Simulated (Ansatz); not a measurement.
Coupled-cluster diagnostics for the cluster Te4Pt (the lowest singlet isomer of a short search), Ansatz.

Geometry of the singlet (B3LYP-D4/def2-SVP):

```xyz
5

Pt   -0.001    0.000    0.001
Te   -0.746   -2.503    0.318
Te   -0.832    1.781    1.750
Te    0.747    2.501   -0.319
Te    0.833   -1.779   -1.750
```

In the def2 sets Pt, Te take a core potential; there is no spin–orbit coupling. Correlated methods freeze 16 core orbitals; core or outer-core shells of Pt, Te are correlated, in sets that lack core-valence functions. Another isomer (singlet) lies 0.29 eV lower at PBE0-D4/def2-TZVP; other spin states weren't run for this one.

Estimate the CCSD(T) correlation energy, the shares of MP2 and (T), T1 and the reference's ⟨S²⟩ for: charge 0, singlet, own geometry in def2-SVP; and the rough time on 4 threads of Arm Neoverse V1 on a shared host.


```
                          state     basis  correlation (eV)  MP2 share (%)  (T) share (%)     T1  ⟨S²⟩ (pure)  wall time                                          remarks
charge 0, singlet, own geometry  def2-SVP           -26.125          102.6            6.7  0.019  0.00 (0.00)    4.3 min  flagged by the program, restricted SCF unstable
```
Customary marks for T1 are 0.02 (closed shells), 0.045 (open shells) and about 0.05 (3d metals). T1 stays under 0.02 throughout.
